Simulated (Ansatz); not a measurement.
Born–Oppenheimer molecular dynamics of H$_{4}$OSn (6 atoms, charge 0, multiplicity 1). It starts at the highest image of a converged band. Of that band: Neighbouring images differ by up to 1.5 eV, so the band resolves the path poorly. A vibrational analysis at the climbing image gives one clearly imaginary mode, 1320i cm⁻¹: a first-order saddle point.

Theory: RKS B3LYP-D4/def2-SVPD in Ansatz 0.2.0.

- ensemble: NVE (velocity Verlet)
- time step: 0.5 fs
- steps asked: 200
- starting velocities drawn for: 300 K
- seed: 5336

Frames 2.5 fs apart, positions in Å.

Velocities at 20.0 fs (Å/ps):

```
Sn 0.20 -0.34 1.31
O -4.62 -0.07 -0.60
H -23.15 9.84 1.61
H 30.22 6.21 -133.19
H 19.87 16.67 -10.32
H 23.11 7.95 -2.41
```

```xyz
6
Properties=species:S:1:pos:R:3 time_fs=20.0 energy_less_start_eV=-0.956 T=2149
Sn 0.212 0.032 -0.356
O 0.822 0.211 1.688
H 0.671 -0.500 2.346
H 1.921 -0.216 -0.173
H -0.721 1.471 -0.573
H -0.814 -1.245 -0.753
6
Properties=species:S:1:pos:R:3 time_fs=22.5 energy_less_start_eV=-1.393 T=2992
Sn 0.213 0.031 -0.352
O 0.809 0.210 1.686
H 0.609 -0.465 2.335
H 1.982 -0.195 -0.544
H -0.660 1.509 -0.604
H -0.765 -1.244 -0.763
6
Properties=species:S:1:pos:R:3 time_fs=25.0 energy_less_start_eV=-1.593 T=3378
Sn 0.215 0.031 -0.347
O 0.793 0.210 1.680
H 0.531 -0.444 2.324
H 1.980 -0.160 -0.958
H -0.577 1.535 -0.643
H -0.740 -1.286 -0.779
6
Properties=species:S:1:pos:R:3 time_fs=27.5 energy_less_start_eV=-1.527 T=3253
Sn 0.218 0.031 -0.342
O 0.776 0.210 1.669
H 0.438 -0.445 2.317
H 1.883 -0.110 -1.359
H -0.485 1.552 -0.684
H -0.733 -1.353 -0.791
6
Properties=species:S:1:pos:R:3 time_fs=30.0 energy_less_start_eV=-1.324 T=2860
Sn 0.222 0.031 -0.337
O 0.757 0.209 1.656
H 0.354 -0.428 2.272
H 1.692 -0.053 -1.694
H -0.399 1.568 -0.722
H -0.723 -1.409 -0.784
6
Properties=species:S:1:pos:R:3 time_fs=32.5 energy_less_start_eV=-1.109 T=2445
Sn 0.227 0.030 -0.332
O 0.737 0.206 1.639
H 0.277 -0.406 2.205
H 1.429 0.003 -1.929
H -0.332 1.588 -0.751
H -0.702 -1.431 -0.745
6
Properties=species:S:1:pos:R:3 time_fs=35.0 energy_less_start_eV=-0.939 T=2116
Sn 0.232 0.030 -0.328
O 0.718 0.204 1.619
H 0.188 -0.409 2.154
H 1.135 0.046 -2.051
H -0.293 1.613 -0.761
H -0.672 -1.417 -0.673
6
Properties=species:S:1:pos:R:3 time_fs=37.5 energy_less_start_eV=-0.748 T=1746
Sn 0.238 0.030 -0.326
O 0.699 0.202 1.599
H 0.113 -0.411 2.098
H 0.852 0.067 -2.069
H -0.286 1.636 -0.741
H -0.652 -1.387 -0.570
6
Properties=species:S:1:pos:R:3 time_fs=40.0 energy_less_start_eV=-0.556 T=1376
Sn 0.243 0.030 -0.325
O 0.681 0.197 1.582
H 0.071 -0.392 2.028
H 0.625 0.059 -2.019
H -0.312 1.653 -0.682
H -0.663 -1.373 -0.441
6
Properties=species:S:1:pos:R:3 time_fs=42.5 energy_less_start_eV=-0.437 T=1146
Sn 0.247 0.031 -0.325
O 0.668 0.192 1.567
H 0.028 -0.389 1.979
H 0.490 0.019 -1.965
H -0.368 1.661 -0.584
H -0.716 -1.387 -0.289
6
Properties=species:S:1:pos:R:3 time_fs=45.0 energy_less_start_eV=-0.456 T=1181
Sn 0.250 0.032 -0.326
O 0.659 0.188 1.558
H -0.015 -0.404 1.956
H 0.459 -0.050 -1.965
H -0.445 1.657 -0.457
H -0.794 -1.405 -0.122
6
Properties=species:S:1:pos:R:3 time_fs=47.5 energy_less_start_eV=-0.517 T=1299
Sn 0.252 0.034 -0.328
O 0.653 0.182 1.555
H -0.021 -0.403 1.936
H 0.521 -0.146 -2.016
H -0.529 1.631 -0.322
H -0.866 -1.394 0.041
```

Of the whole run (100 fs, mean temperature of the second half 2020 K): The conserved energy stayed within 0.17 meV per atom of its start (net change -0.13 meV per atom), so the integration is sound. The system heated up, since it started high on the potential surface and ran downhill. A run of 0.1 ps of so small a system gives no equilibrium averages. The orbitals stay closed-shell, which can raise the energy where a bond breaks towards radicals; this wasn't checked here.

Time of the run: 3.3 min on 2 threads of Intel(R) Xeon(R) 6975P-C (Granite Rapids), with other jobs on the host, peak memory 0.18 GiB.
